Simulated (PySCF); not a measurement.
Zn(SH)(SMe) (CH₄S₂Zn), SMILES C[S][Zn][SH].

Geometry: PBE0-D3(BJ)/def2-SVP. The values are those of a single conformer.

Method: C-PCM-ωB97X/def2-SVP in PySCF.

The values are the electrostatic part of the solvation free energy, E(continuum) − E(gas) at the gas-phase geometry, in a cavity of scaled van der Waals radii (PySCF's table); cavitation and dispersion terms are not included. A continuum can't describe solvent molecules that bind to the metal. In vacuum the orbital gap is 10.23 eV. The dipole moment in vacuum is 1.64 D.

| solvent | ε | ΔG(elec) (kcal/mol) | dipole (D) | gap (eV) |
|---|---|---|---|---|
| water | 78.36 | -17.6 | 1.98 | 10.75 |
| chloroform | 4.71 | -13.3 | 1.90 | 10.62 |
| diethylether | 4.24 | -12.8 | 1.89 | 10.60 |
